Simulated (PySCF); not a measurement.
A GIAO shielding run with PySCF (density fitting, non-relativistic, gas phase) on SMILES C[P@@H](=O)C1CCCC1, C$_{6}$H$_{13}$OP:

```
$ OMP_NUM_THREADS=1 python probes_run.py task.json out

{"job": {"kind": "nmr", "xc": "PBE0", "basis": "pcSseg-1"}, "charge": 0, "multiplicity": 1}
C      2.639321     0.089591     0.699018
P      1.016111     0.866740     0.466339
O      1.048749     2.275606    -0.037479
C      0.067368    -0.306918    -0.583154
C     -0.529415    -1.460997     0.241738
C     -1.973847    -1.023079     0.586729
C     -2.166549     0.360031    -0.055519
C     -1.144644     0.406828    -1.187911
H      2.544674    -0.946207     1.057637
H      3.168787     0.098798    -0.265324
H      3.220701     0.678350     1.422422
H      0.418697     0.693984     1.757279
H      0.774375    -0.654496    -1.354824
H      0.064720    -1.687730     1.143210
H     -0.532272    -2.384191    -0.357304
H     -2.693045    -1.743924     0.168603
H     -2.153078    -1.000224     1.671920
H     -1.938206     1.160468     0.668383
H     -3.197674     0.533332    -0.397161
H     -1.504089    -0.160809    -2.062891
H     -0.899111     1.427824    -1.515721
```

Hardware: 1 thread of an Arm Neoverse V2, shared host. The job also computes population analyses, field gradients, ring-centre shieldings.

Question: How large is the calculation?

Answer: 72 electrons, 208 basis functions and 1098 auxiliary functions.

Question: How long does it take, and how much memory does it need?

Answer: 38 s of wall time, with 15 SCF cycles and 4 response iterations; peak memory 0.92 GiB. Times on a shared host scatter by some tens of per cent.

Question: And these other runs on the same molecule and hardware: GIAO shielding at PBE/pcSseg-1?

Answer: PBE/pcSseg-1: 208 functions, 51 s.
